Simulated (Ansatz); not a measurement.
Cl5Ta, charge -1, doublet, at a GFN2-xTB geometry (such geometries of metal compounds can be far from the true shape) (the multiplicity is a formal guess) (core potentials on Ta) (a gas-phase anion, which may not be bound at this level). Base run: Ansatz (a quantum-chemistry and plane-wave program) with HF/def2-SVP.

Here is a job for Ansatz.
Ansatz 0.2 input:
```yaml
crystal:
  periodic: [false, false, false]
  atoms:
    - {symbol: Ta, position_ang: [0.05144744, 0.04207757, -0.03644656]}
    - {symbol: Cl, position_ang: [1.73907412, -0.59013818, 1.59068050]}
    - {symbol: Cl, position_ang: [-1.61972561, 0.68775034, -1.67522975]}
    - {symbol: Cl, position_ang: [0.07586183, 2.18513661, 0.77698286]}
    - {symbol: Cl, position_ang: [1.13346920, -1.19605508, -1.63370108]}
    - {symbol: Cl, position_ang: [-1.54960089, -1.26737972, 1.09777330]}
basis:
  gaussian:
    orbitals: def2-SVP
hamiltonian:
  xc: hf
total_charge: -1
magnetization: {spin_polarized: true, initial_magnetization: 1}
```

The bond that is stretched is that between atoms 5 and 1. A test that says stable can miss a lower solution.

The base run was repeated with changes; each row names its change, and settings that it needs were set with it.

```csv
change,ΔE vs base (mEh),<S^2>,stability test says
base,0.000,0.756,minimum
spin_polarized = on; lower_state_search = off,42.667,0.756,undecided (no full test)
spin_polarized = on; lower_state_search = standard,0.000,0.756,minimum
bond × 1.25,28.033,0.758,minimum
spin_polarized = on; lower_state_search = off; bond × 1.25,37.897,0.757,undecided (no full test)
spin_polarized = on; lower_state_search = standard; bond × 1.25,28.033,0.758,minimum
bond × 1.5,75.349,0.757,minimum
spin_polarized = on; lower_state_search = off; bond × 1.5,75.349,0.757,undecided (no full test)
spin_polarized = on; lower_state_search = standard; bond × 1.5,75.349,0.757,minimum
bond × 1.8,108.3,0.757,minimum
spin_polarized = on; lower_state_search = off; bond × 1.8,108.3,0.757,undecided (no full test)
spin_polarized = on; lower_state_search = standard; bond × 1.8,108.3,0.757,minimum
bond × 2.2,131.8,1.756,minimum
spin_polarized = on; lower_state_search = off; bond × 2.2,135.6,0.757,undecided (no full test)
spin_polarized = on; lower_state_search = standard; bond × 2.2,131.8,1.756,minimum
```

A gas-phase anion may not be bound at this level; its values then depend on the basis.

On stretching, the SCF can end on different states; <S^2> shows the spin contamination of each.
